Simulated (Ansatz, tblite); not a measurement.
Isomers of Cu2H4 (singlet), found by a short tight-binding search and relaxed with r2SCAN-D4/def2-TZVP in Ansatz.

The xTB rows come from tblite. Correlated methods freeze 18 core orbitals.

A: At PBE-QIDH/def2-TZVP the test of the restricted singlet for broken spin symmetry was undecided. B: At PBE-QIDH/def2-TZVP the test of the restricted singlet for broken spin symmetry was undecided.

Other spin states weren't relaxed.

A:

```xyz
6

Cu    0.4941    0.8151    1.3840
Cu   -0.3949   -0.5018   -0.3202
H    -0.7716   -1.2001   -1.7749
H     1.4929    1.9371    1.4186
H    -0.5882   -0.4192    1.2493
H    -0.2323   -0.6310   -1.9568
```

B:

```xyz
6

Cu   -0.884    0.083    0.856
Cu    0.886   -0.234   -0.826
H     1.732   -1.295   -1.452
H    -0.307    0.994   -0.515
H    -1.709   -0.672    1.848
H     0.282    1.123    0.089
```

Q: Estimate their order by electronic energy at CCSD(T)/def2-TZVPP, counted from the lowest.

A: A (0.0) < B (29.5), in kcal/mol.

Q: Do the other levels pick the same lowest one?

A: All that were run do. Energies above each level's lowest (kcal/mol):

| level | A | B |
| --- | --- | --- |
| GFN1-xTB | 0.0 | 23.6 |
| GFN2-xTB | 0.0 | 18.3 |
| HF/def2-TZVPP | 0.0 | 34.1 |
| PBE-D4/def2-TZVP | 0.0 | 24.2 |
| r2SCAN-D4/def2-TZVP | 0.0 | 26.0 |
| PBE0-D4/def2-TZVP | 0.0 | 28.3 |
| ωB97M-V/def2-TZVP | 0.0 | 28.8 |
| PBE-QIDH/def2-TZVP | 0.0 | 31.3 |
| MP2/def2-TZVPP | 0.0 | 31.1 |
| CCSD/def2-TZVPP | 0.0 | 31.0 |
| CCSD(T)/def2-TZVPP | 0.0 | 29.5 |
Point groups (tolerance 0.1 Å): A Cs, B C2v. Lower isomers may exist.
